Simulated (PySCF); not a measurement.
## Calculated data, FH5Si2, CH3B2O, BH3NSi, AlBHNO and others

Computed with PySCF 2.14.0. Calculation on a computer-drawn molecule: optimised geometry and harmonic frequencies of an isolated molecule of the commonest isotopes, restricted reference for singlets and unrestricted otherwise, frozen core in MP2.

(1) FH5Si2

Start structure:
```xyz
8
FH5Si2
F     -1.7426     0.9899    -1.6146
Si    -0.9908     2.2612    -0.9221
Si     0.9187     1.4932    -0.0025
H     -1.9948     2.7010     0.0070
H     -0.9493     3.2473    -1.9680
H      0.7141     0.3952     0.9917
H      1.7010     2.5705     0.7479
H      1.8437     0.9006    -1.0007
```

```
charge                                        : 0
multiplicity                                  : 1
method                                        : HF
basis                                         : cc-pV(D+d)Z
rotational constants                          : 15.58, 3.278, 2.89 GHz
total energy                                  : -680.2721 hartree
convergence status largest gradient component : 6.801e-06 hartree/bohr
```

Drawn bonds:
```csv
atom,other atom,order
1,2,1
2,3,1
2,4,1
2,5,1
3,6,1
3,7,1
3,8,1
```

Optimised structure:
```xyz
8
FH5Si2
F     -1.7883     0.9642    -1.6677
Si    -1.0570     2.2135    -0.9323
Si     0.9672     1.4611     0.0210
H     -1.9886     2.7291     0.0910
H     -0.8294     3.2547    -1.9545
H      0.7008     0.4005     1.0203
H      1.6311     2.6048     0.6928
H      1.8641     0.9308    -1.0319
```

Modes:
```csv
frequency (cm⁻¹),reduced mass (dalton)
103.6,1.154
173.9,5.164
390.4,1.051
436.1,4.394
567.8,1.348
673,1.295
796.1,1.08
867.9,6.598
932.4,1.135
992,1.174
1020,1.035
1025,1.063
1043,1.074
2302,1.038
2313,1.038
2313,1.043
2333,1.053
2335,1.029
```

(2) CH3B2O

Start structure:
```xyz
7
CH3B2O
C      0.9828    -2.0755    -0.6820
B      0.8235    -0.5752    -0.6892
B      0.6113     0.9792    -0.6758
O      0.4861     2.1962    -0.6931
H      0.3434    -2.5993    -1.3128
H      1.9553    -2.4278    -0.8795
H      0.6847    -2.5579     0.3808
```

```
charge                                        : 1
multiplicity                                  : 1
method                                        : HF
basis                                         : cc-pVDZ
rotational constants                          : 156, 3.001, 3.001 GHz
total energy                                  : -163.5725 hartree
convergence status largest gradient component : 1.631e-05 hartree/bohr
```

Drawn bonds:
```csv
atom,other atom,order
1,2,1
2,3,1
3,4,2
1,5,1
1,6,1
1,7,1
```

Optimised structure:
```xyz
7
CH3B2O
C      0.9628    -2.1250    -0.6325
B      0.8020    -0.6561    -0.6557
B      0.6193     1.0199    -0.6824
O      0.4932     2.1837    -0.7009
H      0.2937    -2.5838    -1.3749
H      2.0032    -2.3886    -0.8718
H      0.7128    -2.5105     0.3666
```

Modes:
```csv
frequency (cm⁻¹),reduced mass (dalton)
171,4.057
171,4.058
412.6,3.255
412.6,3.255
569.7,5.541
805.8,1.811
805.8,1.811
1271,1.955
1442,1.043
1442,1.043
1460,2.27
2273,12.29
3113,1.035
3206,1.097
3206,1.097
```

(3) BH3NSi

Start structure:
```xyz
6
BH3NSi
N     -2.1430    -0.9032     2.4817
B     -1.0594    -1.1210     2.0896
Si     0.6319    -1.5973     1.3799
H     -3.0726    -0.5924     2.8804
H      1.3432    -0.9038     0.2729
H      1.4955    -2.7408     1.8233
```

```
charge                                        : 0
multiplicity                                  : 2
method                                        : HF
basis                                         : cc-pV(D+d)Z
rotational constants                          : 137.2, 4.198, 4.118 GHz
total energy                                  : -369.7899 hartree
spin squared                                  : 0.7588
convergence status largest gradient component : 2.212e-05 hartree/bohr
```

Drawn bonds:
```csv
atom,other atom,order
1,2,2
2,3,1
1,4,1
3,5,1
3,6,1
```

Optimised structure:
```xyz
6
BH3NSi
N     -2.1280    -0.8562     2.5060
B     -1.0766    -1.2192     1.9830
Si     0.5836    -1.8551     1.0829
H     -2.9654    -0.5598     2.9328
H      1.3198    -0.7552     0.4239
H      1.4622    -2.6129     1.9993
```

Modes:
```csv
frequency (cm⁻¹),reduced mass (dalton)
265.6,2.779
290.1,3.588
538.8,1.37
543.1,5.315
566.9,1.224
657.6,1.236
673.5,1.312
995.2,1.057
2067,7.654
2319,1.03
2330,1.054
4081,1.102
```

(4) AlBHNO

Start structure:
```xyz
5
AlBHNO
O     -2.0503     0.8292    -0.4589
B     -0.9677     0.3859    -0.3276
N      0.3343    -0.1985    -0.1863
Al     1.2476    -1.4476    -1.0937
H      0.8511     0.3214     0.5292
```

```
charge                                        : 0
multiplicity                                  : 1
method                                        : HF
basis                                         : cc-pV(D+d)Z
rotational constants                          : 40.87, 2.819, 2.637 GHz
total energy                                  : -396.6161 hartree
convergence status largest gradient component : 1.937e-05 hartree/bohr
```

Drawn bonds:
```csv
atom,other atom,order
1,2,2
2,3,1
3,4,1
3,5,1
```

Optimised structure:
```xyz
5
AlBHNO
O     -2.0500     0.7903    -0.4824
B     -0.9358     0.3779    -0.3234
N      0.3485    -0.1319    -0.1760
Al     1.1976    -1.4721    -1.1241
H      0.8546     0.3261     0.5686
```

Modes:
```csv
frequency (cm⁻¹),reduced mass (dalton)
135.8,13.02
344.8,1.317
513.1,10.63
584.1,10.22
645.3,4.658
1053,3.346
1233,1.678
2149,11.97
3726,1.073
```

(5) AlBH4O

Start structure:
```xyz
7
AlBH4O
B     -0.9735     0.4909    -0.1539
Al     0.0603     0.9913     1.6559
O      1.5492     1.7885     1.4944
H     -1.7636     1.2344    -0.6766
H     -0.8143    -0.5588    -0.7223
H     -0.4661     0.6702     3.1190
H      2.1348     2.0785     2.1737
```

```
charge                                        : 0
multiplicity                                  : 1
method                                        : MP2
basis                                         : cc-pV(D+d)Z
rotational constants                          : 23.74, 5.607, 4.712 GHz
total energy                                  : -344.1423 hartree
convergence status largest gradient component : 2.534e-05 hartree/bohr
```

Drawn bonds:
```csv
atom,other atom,order
1,2,1
2,3,1
1,4,1
1,5,1
2,6,1
3,7,1
```

Optimised structure:
```xyz
7
AlBH4O
B     -0.9724     0.4912    -0.1506
Al     0.0649     0.9935     1.6505
O      1.5722     1.8001     1.4565
H     -1.7713     1.2341    -0.6753
H     -0.8182    -0.5645    -0.7227
H     -0.4549     0.6771     3.1174
H      2.1066     2.0635     2.2144
```

Modes:
```csv
frequency (cm⁻¹),reduced mass (dalton)
144,1.082
175.4,3.793
327.8,1.066
461.2,1.131
550.8,2.652
584.2,1.201
611.5,1.371
707.6,1.571
840,2.639
888,1.67
1200,1.133
1936,1.043
2607,1.056
2680,1.12
3924,1.067
```
